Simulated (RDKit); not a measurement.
Input file for RDKit: MMFF94 on C2H8OSi (a complex), monomers drawn apart or pushed together.

```python
from rdkit import Chem
from rdkit.Chem import AllChem, rdDetermineBonds

blocks = [
'''6

C     0.63587372    0.57709716    0.24900637
C    -0.04035375   -0.56029346    0.14687972
H     0.16449819    1.49099140    0.59027097
H     1.68603613    0.64070066   -0.00892310
H     0.42937169   -1.47330580   -0.19833528
H    -1.09180839   -0.62224085    0.40077639
''',
'''6

O     0.40960862   -0.51348188    5.32359472
Si   -0.90510917    0.22402755    5.98885822
H     0.48611379   -0.47307337    4.36178115
H    -0.93630705    1.67802205    5.68449470
H    -0.80392021    0.02560787    7.44869916
H    -2.17729073   -0.36203236    5.49306270
''',
]
mol = None
for b in blocks:
    f = Chem.MolFromXYZBlock(b)
    rdDetermineBonds.DetermineBonds(f, charge=0)
    mol = f if mol is None else Chem.CombineMols(mol, f)
Chem.SanitizeMol(mol)
print(Chem.MolToSmiles(Chem.RemoveHs(mol)))
ff = AllChem.MMFFGetMoleculeForceField(mol, AllChem.MMFFGetMoleculeProperties(mol), nonBondedThresh=100.0, ignoreInterfragInteractions=False)
e = ff.CalcEnergy()
print(f'MMFF94 energy {e:.6f} kcal/mol')
```

It printed:

```
C=C.O[SiH3]
MMFF94 energy -9.883059 kcal/mol
```

The run finished.

Cost: about 0.020 core-seconds (a rough figure).
